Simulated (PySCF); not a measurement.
**Functional dependence of a UV spectrum**

Compound: C5H8Si.
InChI=1S/C5H8Si/c1-2-6-4-3-5-6/h1,6H,3-5H2

Linear-response calculations in the def2-SVPD basis (PySCF; singlets by full response, triplets Tamm–Dancoff, core orbitals frozen in the response; HF means time-dependent Hartree–Fock). 'Strongest' is the level of largest summed f among the singlets computed (10 roots, of which the last may lack a degenerate partner); it can jump between rows when another state enters that window. S1 is the lowest singlet of each run and needn't be the same state throughout; f(S1) is that of one state. One conformer (not necessarily the lowest) at the PBE0-D3(BJ)/def2-SVP geometry, without solvent, vibrations or thermal averaging.

```tsv
functional	kind	S1 (eV)	f(S1)	strongest (eV)	T1 (eV)	HOMO (eV)	gap (eV)	ionisation energy, ΔSCF (eV)
LDA	LDA	5.26	0.003	6.12	4.85	-6.65	5.16	9.31
PBE	GGA	5.35	0.003	6.22	4.72	-6.54	5.27	9.18
B3LYP	global hybrid, 20% exact exchange	5.65	0.002	6.88	4.80	-7.53	6.95	9.52
PBE0	global hybrid, 25% exact exchange	5.72	0.001	7.05	4.72	-7.74	7.36	9.56
BHandHLYP	global hybrid, 50% exact exchange	5.72	0.000	7.66	4.72	-8.85	9.42	9.81
CAM-B3LYP	range-separated hybrid	5.77	0.001	7.44	4.82	-9.08	9.75	9.84
wB97X-D	range-separated hybrid	5.81	0.001	7.49	4.91	-9.58	10.95	9.78
LC-wPBE	range-separated hybrid	5.89	0.000	8.00	4.73	-10.43	12.24	10.14
HF	Hartree–Fock	5.39	0.000	8.59	4.14	-10.55	13.07	not settled
```

S1 runs from 5.26 eV (LDA) to 5.89 eV (LC-wPBE), a spread of 0.62 eV, while the orbital gap spreads over 7.9 eV. −ε(HOMO) comes closest to its own ΔSCF ionisation energy with wB97X-D (-0.20 eV) and misses most with LDA (-2.66 eV). 'Not settled' means that the ion's SCF failed to converge or may have ended in another state than the lowest.
